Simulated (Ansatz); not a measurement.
The lowest singlet and triplet of H3NSi (SMILES [N][SiH3]); geometries from B3LYP-D3(BJ)/def2-TZVP, each state relaxed from the structure named, with no frequency check, low spin by broken symmetry.
Singlet at the triplet's geometry (charge 0, multiplicity 1):
```xyz
5

N      1.318    -0.008    -0.149
Si    -0.459     0.003     0.052
H     -0.933     1.407     0.023
H     -0.795    -0.624     1.353
H     -1.069    -0.766    -1.059
```

A positive gap puts the triplet lower; no zero-point energy. R- takes a restricted singlet, here one determinant of a half-filled degenerate or near-degenerate pair, which mixes singlet states. U- takes an unrestricted singlet (broken symmetry where lower, unprojected). The triplet is unrestricted in single-reference levels.

Codes used: Ansatz (Gaussian orbitals). Values without a source in brackets are computed.

Problem. One of these levels gives 259.5 kJ/mol for the gap E(singlet) − E(triplet), vertical, at the triplet's geometry. Which one is it?
(A) R-HF/cc-pV(D+d)Z
(B) R-wB97X-V/def2-TZVPP
(C) R-r2SCAN/def2-TZVPP
(D) U-B3LYP/def2-TZVPP (spin-contaminated)

Solution. A, R-HF/cc-pV(D+d)Z. The others give 212.3 (R-r2SCAN/def2-TZVPP), 46.3 (U-B3LYP/def2-TZVPP (spin-contaminated)), 178.7 (R-wB97X-V/def2-TZVPP)

Doubts at one or more of the structures used: a restricted determinant that unrestricted orbitals would lower (R-HF/cc-pV(D+d)Z, R-r2SCAN/def2-TZVPP, R-wB97X-V/def2-TZVPP).

Ansatz is a first-principles code.
